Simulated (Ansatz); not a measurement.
One change: `CN([SiH3])[SiH2]Cl` becomes `[SiH3]N[SiH2]Cl`.

Ansatz, PBE0-D4/def2-TZVP geometries, multiplicity 1. Each molecule was computed in one conformer, which needn't be the lowest.

```csv
property,`CN([SiH3])[SiH2]Cl`
"ideal-gas entropy at 298 K and 1 bar (rigid rotor, harmonic PBE0-D4/def2-TZVP) / J/(mol·K)",384
size of the dipole moment (PBE/def2-TZVPP) / D,1.74
LUMO energy (PBE0/def2-TZVPP) / eV,0.11
HOMO–LUMO gap (ωB97M-V/def2-TZVPP) / eV,11.60
zero-point energy (PBE0-D4/def2-TZVP) / kJ/mol,233.5
HOMO energy (ωB97M-V/def2-TZVPP) / eV,-9.80
```

Question: What does the change do to each property? (Estimate.)

Answer: Ansatz gave: 
```json
{"property": "ideal-gas entropy at 298 K and 1 bar (rigid rotor, harmonic PBE0-D4/def2-TZVP) / J/(mol·K)", "`[SiH3]N[SiH2]Cl`": "354", "shift": "-30"}
{"property": "size of the dipole moment (PBE/def2-TZVPP) / D", "`[SiH3]N[SiH2]Cl`": "1.76", "shift": "0.02"}
{"property": "LUMO energy (PBE0/def2-TZVPP) / eV", "`[SiH3]N[SiH2]Cl`": "-0.10", "shift": "-0.21"}
{"property": "HOMO–LUMO gap (ωB97M-V/def2-TZVPP) / eV", "`[SiH3]N[SiH2]Cl`": "11.82", "shift": "0.22"}
{"property": "zero-point energy (PBE0-D4/def2-TZVP) / kJ/mol", "`[SiH3]N[SiH2]Cl`": "159.4", "shift": "-74.1"}
{"property": "HOMO energy (ωB97M-V/def2-TZVPP) / eV", "`[SiH3]N[SiH2]Cl`": "-10.31", "shift": "-0.51"}
```

With PBE0 the HOMO falls by 0.51 eV and the LUMO falls by 0.21 eV, so the gap widens by about 0.30 eV. PBE moves the HOMO by -0.46 eV and ωB97M-V by -0.51 eV. The zero-point energy changes by -74.1 kJ/mol with -9 modes. Dipoles are sizes alone; their direction can turn. Modes under 60 cm⁻¹, often nearly free rotors, make the harmonic entropy too high.
